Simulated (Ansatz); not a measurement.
Consider the ligand exchange at a B–C bond: `OCBO[SiH3]` + `O[SiH3]` → `[SiH3]OBO[SiH3]` + CH₃OH.

Isolated molecules relaxed with PBE0-D4/def2-TZVP in Ansatz; ΔE leaves out vibrations. CCSD(T)/CBS adds triple-zeta CCSD(T) − MP2 to the extrapolated MP2 energy (def2 sets, frozen cores). This one scheme is used for every species. One conformer a species, not always the lowest.

```csv
species,CCSD(T)/CBS(def2) energy (Eh)
`OCBO[SiH3]`,-506.55004
`O[SiH3]`,-366.69042
`[SiH3]OBO[SiH3]`,-757.67824
CH₃OH,-115.61712
```

Question: Work out ΔE.

Answer: ΔE = (-757.67824) + (-115.61712) − (-506.55004) − (-366.69042) = -0.05490 Eh = -144.1 kJ/mol.

Largest T1 diagnostic among the species: 0.013.

In def2-TZVPP, CCSD(T) changes the Hartree–Fock value by +9.7 kJ/mol (the triples alone add +0.3 kJ/mol) and MP2 by +9.0 kJ/mol. The D4 term adds −3.3 kJ/mol with B3LYP and −1.9 kJ/mol with PBE0; it sums over pairs of atoms, weighted by their polarisabilities, and B3LYP, whose exchange is more repulsive, gets the larger term.

B3LYP here is the variant with VWN-RPA as its local correlation; programs differ in this.
